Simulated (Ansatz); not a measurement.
Start from `[NH2][Ga]([Cl])[Cl]` and change one atom or group to get `[OH][Ga]([Cl])[Cl]`.

Ansatz, PBE0-D4/def2-TZVP geometries, multiplicity 1. Each molecule was computed in one conformer, which needn't be the lowest.

Scalar relativity is left out up to krypton.

| property | `[NH2][Ga]([Cl])[Cl]` |
| --- | --- |
| zero-point energy (PBE0-D4/def2-TZVP) / kJ/mol | 72.8 |
| HOMO–LUMO gap (PBE0/def2-TZVPP) / eV | 7.05 |
| HOMO energy (B3LYP/def2-TZVPP) / eV | -7.81 |
| LUMO energy (PBE0/def2-TZVPP) / eV | -1.01 |
| LUMO energy (B3LYP/def2-TZVPP) / eV | -1.35 |
| HOMO–LUMO gap (PBE/def2-TZVPP) / eV | 4.69 |

(1) What does the change do to each property? (Best estimate.)

Results:

(1) The calculation gave: 
```csv
property,`[OH][Ga]([Cl])[Cl]`,shift
zero-point energy (PBE0-D4/def2-TZVP) / kJ/mol,42.9,-29.9
HOMO–LUMO gap (PBE0/def2-TZVPP) / eV,7.85,0.80
HOMO energy (B3LYP/def2-TZVPP) / eV,-9.11,-1.30
LUMO energy (PBE0/def2-TZVPP) / eV,-1.56,-0.55
LUMO energy (B3LYP/def2-TZVPP) / eV,-1.91,-0.56
HOMO–LUMO gap (PBE/def2-TZVPP) / eV,5.39,0.70
```

With PBE0 the HOMO falls by 1.34 eV and the LUMO falls by 0.55 eV, so the gap widens by about 0.79 eV. PBE moves the HOMO by -1.25 eV and ωB97M-V by -1.24 eV. The zero-point energy changes by -29.9 kJ/mol with -3 modes.

B3LYP here is the variant with VWN-RPA as its local correlation; programs differ in this.
